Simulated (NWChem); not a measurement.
System: MoH5Cl; SMILES [Cl][MoH5]

Here is an NWChem input.

```
start job
memory heap 200 mb stack 900 mb global 1100 mb
geometry units angstroms noautoz
  Mo    -0.103627    -0.243461    -0.785070
  Cl    -0.168467     0.385352     1.378880
  H      0.795894     1.091306    -0.958158
  H     -0.260603     0.771715    -2.066624
  H      0.749160    -1.662334    -1.036304
  H      1.229979    -0.190794    -1.742322
  H     -1.592345    -0.150396    -1.545740
end
basis spherical
  * library def2-svp
end
ecp
  Mo library def2-ecp
end
dft
  xc b3lyp
  iterations 150
  vectors input atomic output neutral.movecs
end
task dft energy
charge 1
dft
  odft
  mult 2
  vectors input atomic output cation.movecs
end
task dft energy
```

NWChem printed, in part:

```
             Northwest Computational Chemistry Package (NWChem) 7.3.0
             --------------------------------------------------------

 CS  symmetry detected

                             Geometry "geometry" -> ""
                             -------------------------

 Output coordinates in angstroms (scale by  1.889725989 to convert to a.u.)

  No.       Tag          Charge          X              Y              Z
 ---- ---------------- ---------- -------------- -------------- --------------
    1 Mo                  42.0000    -0.04642074     0.55084595     0.00000000
    2 Cl                  17.0000    -0.01033911    -1.70325869     0.00000000
    3 H                    1.0000     1.56504602     0.39632972     0.00000000
    4 H                    1.0000     0.93634665     1.50918724    -0.90186335
    5 H                    1.0000    -0.65615163     1.20258167     1.41669749
    6 H                    1.0000     0.93634665     1.50918724     0.90186335
    7 H                    1.0000    -0.65615163     1.20258167    -1.41669749

 Effective nuclear repulsion energy (a.u.)     251.5481923828

      Symmetry information
      --------------------

 Group name             Cs
 Group number              2
 Group order               2
 No. of unique centers     5

                                 NWChem DFT Module
                                 -----------------

 Summary of "ao basis" -> "ao basis" (spherical)
 ------------------------------------------------------------------------------
       Tag                 Description            Shells   Functions and Types
 ---------------- ------------------------------  ------  ---------------------
 Mo                         def2-svp                11       31   5s3p2d1f
 Cl                         def2-svp                 8       18   4s3p1d
 H                          def2-svp                 3        5   2s1p

      Symmetry analysis of basis
      --------------------------

        a'         48
        a"         26

            General Information
            -------------------
          SCF calculation type: DFT
          Wavefunction type:  closed shell.
          No. of atoms     :     7
          No. of electrons :    36
           Alpha electrons :    18
            Beta electrons :    18
          Charge           :     0
          Spin multiplicity:     1
          Use of symmetry is: on ; symmetry adaption is: on
          Maximum number of iterations: 150
          AO basis - number of functions:    74
                     number of shells:    34
          Convergence on energy requested:  1.00D-06
          Convergence on density requested:  1.00D-05
          Convergence on gradient requested:  5.00D-04

              XC Information
              --------------
                         B3LYP Method XC Potential
                     Hartree-Fock (Exact) Exchange  0.200
                        Slater Exchange Functional  0.800 local
                    Becke 1988 Exchange Functional  0.720 non-local
              Lee-Yang-Parr Correlation Functional  0.810
                  VWN I RPA Correlation Functional  0.190 local

             Grid Information
             ----------------
          Grid used for XC integration:  medium
          Radial quadrature: Mura-Knowles
          Angular quadrature: Lebedev.
          Tag              B.-S. Rad. Rad. Pts. Rad. Cut. Ang. Pts.
          ---              ---------- --------- --------- ---------
          Mo                  1.45      123           8.0       590
          Cl                  1.00       88          10.0       590
          H                   0.35       45           9.0       434
          Grid pruning is: on
          Number of quadrature shells:   346
          Spatial weights used:  Erf1

      Superposition of Atomic Density Guess
      -------------------------------------

 Sum of atomic energies:        -539.11190217

      Non-variational initial energy
      ------------------------------

 Total energy =    -529.290135
 1-e energy   =    -940.739053
 2-e energy   =     316.526699
 HOMO         =      -0.298958
 LUMO         =      -0.120995

      Symmetry analysis of molecular orbitals - initial
      -------------------------------------------------

  Numbering of irreducible representations:

     1 a'          2 a"

  Orbital symmetries:

     1 a'          2 a'          3 a'          4 a'          5 a"
     6 a'          7 a'          8 a"          9 a'         10 a'
    11 a'         12 a'         13 a'         14 a"         15 a"
    16 a'         17 a"         18 a'         19 a'         20 a"
    21 a'         22 a'         23 a'         24 a"         25 a'
    26 a"         27 a'         28 a'

   convergence    iter        energy       DeltaE   RMS-Dens  Diis-err
 ---------------- ----- ----------------- --------- --------- ---------
 d= 0,ls=0.0,diis     1   -531.1465255179 -6.26D+02  2.83D-02  7.16D-01
 d= 0,ls=0.0,diis     2   -530.3399550454  8.07D-01  2.10D-02  7.25D+00
 d= 0,ls=0.0,diis     3   -531.2376392549 -8.98D-01  2.91D-03  1.62D-02
 d= 0,ls=0.0,diis     4   -531.2374514861  1.88D-04  1.50D-03  1.74D-02
 d= 0,ls=0.0,diis     5   -531.2401054943 -2.65D-03  1.04D-04  4.94D-05
  Resetting Diis
 d= 0,ls=0.0,diis     6   -531.2401126458 -7.15D-06  3.37D-05  8.36D-06
 d= 0,ls=0.0,diis     7   -531.2401137685 -1.12D-06  2.78D-05  1.16D-06
 d= 0,ls=0.0,diis     8   -531.2401134874  2.81D-07  2.01D-05  3.38D-06
 d= 0,ls=0.0,diis     9   -531.2401138785 -3.91D-07  5.71D-06  4.43D-07

         Total DFT energy =     -531.240113878526
      One electron energy =     -942.887988748282
           Coulomb energy =      354.624172186062
    Exchange-Corr. energy =      -37.898516343887
 Nuclear repulsion energy =       94.922219027582

 Numeric. integr. density =       35.999990271385

                  Occupations of the irreducible representations
                  ----------------------------------------------

                     irrep           alpha         beta
                     --------     --------     --------
                     a'               13.0         13.0
                     a"                5.0          5.0

                       DFT Final Molecular Orbital Analysis
                       ------------------------------------

 Vector   16  Occ=2.000000D+00  E=-3.402738D-01  Symmetry=a"
              MO Center= -1.8D-01, -6.3D-01,  1.4D-13, r^2= 3.6D+00
   Bfn.  Coefficient  Atom+Function         Bfn.  Coefficient  Atom+Function
  ----- ------------  ---------------      ----- ------------  ---------------
    44      0.494957  2 Cl pz                41      0.377031  2 Cl pz
    38      0.218493  2 Cl pz                 8     -0.210827  1 Mo pz
    60      0.194162  5 H  s                 70     -0.194162  7 H  s
    18      0.152021  1 Mo d  1              11      0.132276  1 Mo pz
    16      0.117344  1 Mo d -1              61      0.088923  5 H  s

 Vector   17  Occ=2.000000D+00  E=-3.209457D-01  Symmetry=a"
              MO Center=  2.0D-01,  7.6D-01,  2.8D-14, r^2= 2.1D+00
   Bfn.  Coefficient  Atom+Function         Bfn.  Coefficient  Atom+Function
  ----- ------------  ---------------      ----- ------------  ---------------
    18      0.606245  1 Mo d  1              55      0.239169  4 H  s
    65     -0.239169  6 H  s                 23      0.146892  1 Mo d  1
    44     -0.145444  2 Cl pz                56      0.135793  4 H  s
    60      0.135780  5 H  s                 66     -0.135793  6 H  s
    70     -0.135780  7 H  s                 41     -0.107309  2 Cl pz

 Vector   18  Occ=2.000000D+00  E=-2.864969D-01  Symmetry=a'
              MO Center=  2.1D-01,  1.4D-01, -2.1D-14, r^2= 3.1D+00
   Bfn.  Coefficient  Atom+Function         Bfn.  Coefficient  Atom+Function
  ----- ------------  ---------------      ----- ------------  ---------------
    15      0.413498  1 Mo d -2              42      0.356519  2 Cl px
    19     -0.329083  1 Mo d  2              39      0.255084  2 Cl px
    50     -0.216124  3 H  s                 55      0.173460  4 H  s
    65      0.173460  6 H  s                 51     -0.153156  3 H  s
    36      0.146896  2 Cl px                56      0.114772  4 H  s

 Vector   19  Occ=0.000000D+00  E=-1.276990D-01  Symmetry=a'
              MO Center= -1.7D-01,  7.7D-01, -6.5D-14, r^2= 2.6D+00
   Bfn.  Coefficient  Atom+Function         Bfn.  Coefficient  Atom+Function
  ----- ------------  ---------------      ----- ------------  ---------------
    17      0.520541  1 Mo d  0              15      0.353246  1 Mo d -2
    19      0.345097  1 Mo d  2              43      0.276818  2 Cl py
    22      0.232042  1 Mo d  0               7      0.191178  1 Mo py
    13     -0.157406  1 Mo py                20      0.144159  1 Mo d -2
    24      0.140377  1 Mo d  2              40      0.131022  2 Cl py

 Vector   20  Occ=0.000000D+00  E=-9.333938D-02  Symmetry=a"
              MO Center= -3.0D-02,  2.6D-01,  7.8D-14, r^2= 3.3D+00
   Bfn.  Coefficient  Atom+Function         Bfn.  Coefficient  Atom+Function
  ----- ------------  ---------------      ----- ------------  ---------------
    16      0.652292  1 Mo d -1              44      0.314600  2 Cl pz
    21      0.274853  1 Mo d -1              61     -0.263117  5 H  s
    71      0.263117  7 H  s                  8      0.213340  1 Mo pz
    14     -0.186174  1 Mo pz                41      0.174945  2 Cl pz
    56      0.155019  4 H  s                 66     -0.155019  6 H  s

[...]
```

Level: B3LYP/def2-SVP with def2 effective core potentials on Mo, vertical spin-unrestricted ions. The geometry was optimised at PBE0/def2-SVP. def2 effective core potentials on Mo; no spin-orbit coupling.
